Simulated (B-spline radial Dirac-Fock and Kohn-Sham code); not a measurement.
These are calculated numbers from a radial finite-basis atomic code; the model is ΔSCF Dirac-Fock with Breit, self-energy and vacuum polarisation, finite nucleus, configuration average. Correlation and solid-state effects are left out.

Question: Identify the element and charge state from the binding energies below (tabulated ground configuration; the least bound level is included).

| level | binding energy (eV) |
| --- | --- |
| 3p3/2 | 3389.5 |
| 3d5/2 | 2787.6 |
| 4p3/2 | 887.2 |
| 4f5/2 | 363.6 |
| 5s | 358.5 |
| 5p1/2 | 307.2 |
| 5d | 205.1 |

Answer: Bi¹¹⁺: Z = 83 with 72 electrons, [Xe] 4f14 5d4.

Question: Identify the element and charge state from the binding energies below (tabulated ground configuration; the least bound level is included).

```
level  binding energy (eV)
   2s              12628.9
2p1/2              12053.0
3p1/2               2778.2
4p1/2                617.3
4p3/2                544.3
5p1/2                138.8
   5d                80.78
```

Answer: Re⁶⁺: Z = 75 with 69 electrons, [Xe] 4f14 5d1.
